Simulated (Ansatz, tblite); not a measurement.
Forces on GeH3(NHtBu) (C4H13GeN) at its r2SCAN-D4/def2-SVP geometry. Charge 0, multiplicity 1.

The xTB rows come from tblite.

GFN1-xTB (tblite), largest force 0.81 eV/Å:

```xyz
19
positions Å, forces eV/Å
Ge    0.382    2.032   -1.297   -0.064    0.704   -0.104
H     1.614    2.484   -2.095   -0.680   -0.212    0.386
H    -0.873    2.079   -2.181    0.633   -0.010    0.426
H     0.165    2.993   -0.103    0.093   -0.419   -0.642
N     0.745    0.287   -0.830    0.109   -0.234    0.155
C    -0.005   -0.467    0.186   -0.068    0.089   -0.035
C    -1.503   -0.252   -0.045   -0.273   -0.059    0.088
C     0.334   -1.951    0.001    0.189   -0.304    0.015
C     0.368   -0.027    1.613    0.221    0.042    0.237
H     1.747    0.125   -0.733   -0.290   -0.021    0.092
H    -2.094   -0.859    0.657    0.216    0.137   -0.240
H    -1.787    0.803    0.114    0.187   -0.214   -0.053
H    -1.780   -0.532   -1.074    0.118    0.067    0.261
H     0.065   -2.280   -1.015    0.044    0.133    0.312
H    -0.200   -2.578    0.733    0.112    0.254   -0.249
H     1.416   -2.122    0.138   -0.355    0.130   -0.050
H     0.138    1.040    1.766    0.021   -0.275   -0.120
H     1.447   -0.170    1.791   -0.348    0.033   -0.118
H    -0.180   -0.607    2.374    0.135    0.159   -0.361
```

GFN2-xTB (tblite), largest force 0.53 eV/Å:

```
Ge 0.074 -0.118 -0.005
H -0.436 -0.141 0.261
H 0.413 -0.033 0.295
H 0.060 -0.223 -0.379
N -0.135 0.378 0.151
C 0.042 0.128 -0.129
C -0.364 0.035 -0.001
C 0.163 -0.403 0.000
C 0.150 0.070 0.339
H -0.321 -0.024 0.043
H 0.270 0.168 -0.273
H 0.243 -0.360 -0.087
H 0.181 0.113 0.403
H 0.085 0.147 0.410
H 0.171 0.302 -0.322
H -0.434 0.096 -0.059
H 0.060 -0.391 -0.139
H -0.413 0.046 -0.103
H 0.191 0.210 -0.404
```

PBE-D4/def2-TZVP (Ansatz), largest force 0.30 eV/Å:

```
Ge -0.005 0.149 0.003
H 0.152 0.056 -0.097
H -0.164 -0.004 -0.106
H -0.033 0.115 0.147
N 0.071 -0.285 -0.079
C -0.034 -0.006 0.084
C -0.099 0.024 -0.029
C 0.039 -0.098 -0.023
C 0.024 0.034 0.117
H 0.038 0.007 0.014
H 0.039 0.029 -0.039
H 0.008 -0.060 -0.007
H 0.008 0.014 0.062
H 0.007 0.011 0.057
H 0.025 0.035 -0.039
H -0.052 0.004 -0.003
H 0.013 -0.057 -0.012
H -0.061 0.003 -0.012
H 0.023 0.030 -0.039
```
